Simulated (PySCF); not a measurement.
Electron correlation in Mn (manganese, neutral)

[Ar] 3d5 4s2, high-spin 6S determinant. Computed with PySCF 2.14 in x2c-SVPall, with scalar relativity by spin-free X2C-1e. Frozen: [Ar]; 7 electrons correlated.

MP2 pair energies summed by pair of shells (mhartree):

```
 pair  energy  share (%)
3d-3d  -45.41       59.5
4s-4s  -18.79       24.6
3d-4s  -12.10       15.9
```

Total MP2 correlation energy: -76.29 mhartree.

Same-spin part -50.32 and opposite-spin part -25.97 mhartree; SCS-MP2 scales them by 1/3 and 6/5 to -47.94 mhartree.
